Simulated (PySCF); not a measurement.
Compound: SnClBr3.
Structure used (PBE0-D3(BJ)/def2-SVP), in Å, numbered top down from 1:
```
atom  x, y, z in Å
Sn1    0.0104   -0.0149    0.0213
Cl2   -0.1336   -0.1130    2.3410
Br3    2.3769   -0.0212   -0.6464
Br4   -1.0858    2.0193   -0.8230
Br5   -1.0931   -1.9808   -0.9551
```

Computed with PBE0-D3(BJ)/def2-SVP geometry optimisation, gas phase, def2 core potentials past Kr in PySCF.

**Question.** Which atoms are bound to Sn1, and at what distances?

**Answer.** 4 atoms: Cl2 2.326 Å, Br5 2.457 Å, Br3 2.459 Å, Br4 2.460 Å.

**Question.** List the angles at Sn1.

**Answer.** 
| angle | degrees | distance of the outer atoms (Å) |
| --- | --- | --- |
| Cl2–Sn1–Br4 | 110.5 | 3.93 |
| Br3–Sn1–Br4 | 109.7 | 4.02 |
| Cl2–Sn1–Br5 | 109.6 | 3.91 |
| Cl2–Sn1–Br3 | 109.3 | 3.90 |
| Br4–Sn1–Br5 | 109.0 | 4.00 |
| Br3–Sn1–Br5 | 108.8 | 4.00 |

**Question.** What is the shape at Sn1?

**Answer.** Tetrahedral: angles from 108.8° to 110.5°; τ4 = (360° − α − β)/141° = 0.99 with α and β the two widest (0 for a square, 1 for a tetrahedron). Differences among atoms that C3v makes equivalent are scatter left by the optimiser.

Point group: C3v (every atom within 0.08 Å of its image). Charge 0, singlet. Not checked by PBE0-D3(BJ)/def2-SVP frequencies.
